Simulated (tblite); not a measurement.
Species: C₃H₉FP₂Si.
Atom-mapped SMILES: `[F:1][C@@H:2]1[CH2:3][CH2:4][Si:5]1([PH2:6])[PH2:7]` (hydrogens: H8 on C2; H9, H10 on C3; H11, H12 on C4; H13, H14 on P6; H15, H16 on P7)

Computed geometry: GFN2-xTB, gas phase.

Give the optimised bond lengths and angles.

```tsv
bond	length (pm)
F1–C2	138.3
C2–C3	153.0
C3–C4	153.5
C4–Si5	192.9
Si5–P6	226.6
Si5–P7	226.4
C2–Si5	194.9
C2–H8	109.2
C3–H9	108.9
C3–H10	108.9
C4–H11	108.8
C4–H12	108.7
P6–H13, P6–H14	138.4
P7–H15, P7–H16	138.6
```

Bonds in one row agree within 1 pm and their mean is given. A selection of angles:
```tsv
angle	degrees
F1–C2–C3	112.5
F1–C2–Si5	115.7
F1–C2–H8	105.8
C3–C2–Si5	90.6
C3–C2–H8	114.1
Si5–C2–H8	117.9
C2–C3–C4	100.9
C2–C3–H9	108.9
C2–C3–H10	113.5
C4–C3–H9	111.0
C4–C3–H10	113.8
H9–C3–H10	108.5
C3–C4–Si5	91.2
C3–C4–H11	111.9
C3–C4–H12	113.6
Si5–C4–H11	113.7
Si5–C4–H12	117.9
H11–C4–H12	107.8
C4–Si5–P6	116.7
C4–Si5–P7	112.4
P6–Si5–P7	117.4
C2–Si5–C4	75.1
C2–Si5–P6	114.2
C2–Si5–P7	113.9
Si5–P6–H13	93.6
H13–P6–H14	92.2
Si5–P7–H15	94.0
H15–P7–H16	92.7
```

Dihedral angles: F1–C2–C3–C4 -131° (anticlinal); C2–C3–C4–Si5 13° (synperiplanar); C3–C4–Si5–P6 -120° (anticlinal); F1–C2–Si5–C4 125° (anticlinal).

Si5 (four-coordinate silicon) has angles from 75.1° to 117.4°. P7 (three-coordinate phosphorus) is pyramidal (angles 94.0°, 93.9° and 92.7°, sum 280.5°, 0.85 Å off the plane of its three neighbours). The 4-membered ring C2–C3–C4–Si5 has internal angles of 75.1° to 100.9°; it is puckered, 0.08 Å rms from its mean plane, widest ring torsion 13°. Of the pairs four or more bonds apart, F1···H15 is among the closest relative to their van der Waals radii: 2.73 Å, 102 % of the sum of Bondi's values. P6 (three-coordinate phosphorus) is pyramidal (angles 93.6°, 93.3° and 92.2°, sum 279.1°, 0.85 Å off the plane of its three neighbours).

Point group: C1 (no symmetry element, even within 0.4 Å). Its lowest GFN2-xTB frequency is 7i cm⁻¹, too small to tell a flat minimum from a shallow saddle. One conformer, not necessarily the lowest (C4–Si5–P6–H -130° and -38°, C4–Si5–P7–H -83° and -176°, F1–C2–C3–C4 -131°, C2–C3–C4–Si5 13°, C3–C4–Si5–P6 -120°, F1–C2–Si5–C4 125°).

The run took 1.1 s on one thread of an Arm Neoverse N1 (shared host). That covers the optimisation of the geometry.
